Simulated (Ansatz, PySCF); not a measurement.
Pair of molecules: N2 (SMILES N#N) (first 2 atoms) with CHN (SMILES C#N); geometry from B3LYP-D3(BJ)/def2-TZVP.
(charge 0, multiplicity 1):
```tsv
atom	x (Å)	y (Å)	z (Å)
N	0.0639	0.3230	-1.0964
N	0.0305	0.1182	-0.0260
C	-0.0773	-0.5492	3.4218
N	-0.1126	-0.7676	4.5466
H	-0.0445	-0.3447	2.3738
```

Monomers are frozen at their geometry in the pair; levels with a basis set take the counterpoise correction. Rows marked so take none.

Cores are frozen in the correlated methods. Rows in 3-21G, 6-31G* carry no dispersion term and start afresh at each structure (6-31G* with six Cartesian d functions).

The values were computed with Ansatz (Gaussian basis) for Hartree–Fock, density functionals and correlated methods; PySCF for 3-21G rows, 6-31G* rows, the dispersion terms. 

```csv
level,interaction energy (kcal/mol)
HF/6-31G*,-0.57
HF/aug-cc-pVTZ,-0.41
B3LYP/3-21G (no counterpoise),[?]
B3LYP/6-31G*,-0.98
BHLYP/def2-TZVPPD,-0.95
wB97M-V/def2-TZVPPD,-1.09
B2PLYP-D3(BJ)/def2-TZVPPD,-1.27
MP2/aug-cc-pVTZ,-1.27
CCSD/aug-cc-pVTZ,-1.06
```

**Question.** What belongs in the gaps?

**Answer.** 
- B3LYP/3-21G (no counterpoise), interaction energy (kcal/mol): -4.13

Ansatz is an electronic-structure program.
